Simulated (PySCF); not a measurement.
Cl₃HOZr, SMILES [OH][Zr]([Cl])([Cl])[Cl] (connectivity only; charge and spin as stated), charge +1, multiplicity 2.

The structure is a stationary point at PBE0-D3(BJ)/def2-SVP. The geometry has at least one imaginary mode, so it is a saddle point at that level. The spin state was assumed, not searched. The isomer is the one that the SMILES or the coordinates give; other isomers of the formula were not compared. The def2 effective core potentials stand for the cores of Zr; spin–orbit coupling is left out. One conformer was computed; it need not be the lowest.

Two levels are set side by side: PBE/def2-TZVP (PySCF) and r2SCAN/def2-TZVP (PySCF). Same geometry, gas phase. Differences are taken from unrounded values.

```csv
quantity,r2SCAN
α-spin orbital gap (eV),5.25
β-spin orbital gap (eV),0.33
mean polarisability (bohr³),108.0
```

Task: What does PBE give, and how far is it from r2SCAN? (The exact figures need the calculation; the answer reports its results.)

Result: 
```json
[
 {"quantity": "α-spin orbital gap (eV)", "PBE": "4.77", "PBE minus r2SCAN": "-0.48"},
 {"quantity": "β-spin orbital gap (eV)", "PBE": "0.17", "PBE minus r2SCAN": "-0.15"},
 {"quantity": "mean polarisability (bohr³)", "PBE": "104.6", "PBE minus r2SCAN": "-3.4"}
]
```

Rough cost on one machine, each run with all the roots and properties that it gave: r2SCAN against PBE about 4 times.
